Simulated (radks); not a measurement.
Values are calculated unless marked as measured or tabulated.
Re, 75 electrons, occupied as [Xe] 4f14 5d5.25 6s1.75 (fractional occupations, a model configuration).

Code: a radial shooting solver on a logarithmic mesh with Libxc functionals. Model: Dirac Kohn-Sham, PBEsol, spin-unpolarised, spherical densities, finite nucleus; open shells fill j = l - 1/2 first; Fermi nuclear charge, rms radius 5.3698 fm.

Energy parts (eV):
part                       energy
total                  -454706.33
kinetic                 513895.93
electron-nucleus      -1137526.21
Hartree                 177849.57
exchange-correlation     -8925.62

Orbitals (lengths in bohr, moments of r in powers of bohr):
[
 {"orbital": "1s1/2", "occ.": "2", "eigenvalue (eV)": "-71504.97", "<r>": "0.01805", "small-component weight": "8.01e-02"},
 {"orbital": "2s1/2", "occ.": "2", "eigenvalue (eV)": "-12389.06", "<r>": "0.07561", "small-component weight": "1.82e-02"},
 {"orbital": "2p1/2", "occ.": "2", "eigenvalue (eV)": "-11858.36", "<r>": "0.06247", "small-component weight": "1.83e-02"},
 {"orbital": "2p3/2", "occ.": "4", "eigenvalue (eV)": "-10419.57", "<r>": "0.07055", "small-component weight": "1.65e-02"},
 {"orbital": "3s1/2", "occ.": "2", "eigenvalue (eV)": "-2867.076", "<r>": "0.1970", "small-component weight": "6.01e-03"},
 {"orbital": "3p1/2", "occ.": "2", "eigenvalue (eV)": "-2629.401", "<r>": "0.1870", "small-component weight": "5.96e-03"},
 {"orbital": "3p3/2", "occ.": "4", "eigenvalue (eV)": "-2316.991", "<r>": "0.2019", "small-component weight": "5.43e-03"},
 {"orbital": "3d3/2", "occ.": "4", "eigenvalue (eV)": "-1916.393", "<r>": "0.1765", "small-component weight": "5.32e-03"},
 {"orbital": "3d5/2", "occ.": "6", "eigenvalue (eV)": "-1848.552", "<r>": "0.1811", "small-component weight": "5.17e-03"},
 {"orbital": "4s1/2", "occ.": "2", "eigenvalue (eV)": "-597.0891", "<r>": "0.4406", "small-component weight": "1.99e-03"},
 {"orbital": "4p1/2", "occ.": "2", "eigenvalue (eV)": "-497.8420", "<r>": "0.4451", "small-component weight": "1.90e-03"},
 {"orbital": "4p3/2", "occ.": "4", "eigenvalue (eV)": "-424.8647", "<r>": "0.4786", "small-component weight": "1.70e-03"},
 {"orbital": "4d3/2", "occ.": "4", "eigenvalue (eV)": "-261.6062", "<r>": "0.4935", "small-component weight": "1.50e-03"},
 {"orbital": "4d5/2", "occ.": "6", "eigenvalue (eV)": "-248.1209", "<r>": "0.5049", "small-component weight": "1.45e-03"},
 {"orbital": "4f5/2", "occ.": "6", "eigenvalue (eV)": "-42.5844", "<r>": "0.5764", "small-component weight": "1.05e-03"},
 {"orbital": "4f7/2", "occ.": "8", "eigenvalue (eV)": "-40.0724", "<r>": "0.5853", "small-component weight": "1.03e-03"},
 {"orbital": "5s1/2", "occ.": "2", "eigenvalue (eV)": "-84.0701", "<r>": "1.038", "small-component weight": "4.56e-04"},
 {"orbital": "5p1/2", "occ.": "2", "eigenvalue (eV)": "-54.0644", "<r>": "1.139", "small-component weight": "3.78e-04"},
 {"orbital": "5p3/2", "occ.": "4", "eigenvalue (eV)": "-43.0948", "<r>": "1.243", "small-component weight": "3.21e-04"},
 {"orbital": "5d3/2", "occ.": "4", "eigenvalue (eV)": "-5.3482", "<r>": "1.915", "small-component weight": "1.43e-04"},
 {"orbital": "5d5/2", "occ.": "1.25", "eigenvalue (eV)": "-4.4949", "<r>": "2.013", "small-component weight": "1.30e-04"},
 {"orbital": "6s1/2", "occ.": "1.75", "eigenvalue (eV)": "-5.7309", "<r>": "3.098", "small-component weight": "5.04e-05"}
]

The highest occupied level is 5d5/2 at -4.495 eV. The electron density at the nucleus is 1.545e+06 e/bohr^3. The density falls to 0.001 e/bohr^3 at r = 4.67 bohr. Summed over all electrons, <r^2> = 67.23 bohr^2, which gives a Langevin (diamagnetic) susceptibility term of -53.3 x 10^-6 cm^3/mol.
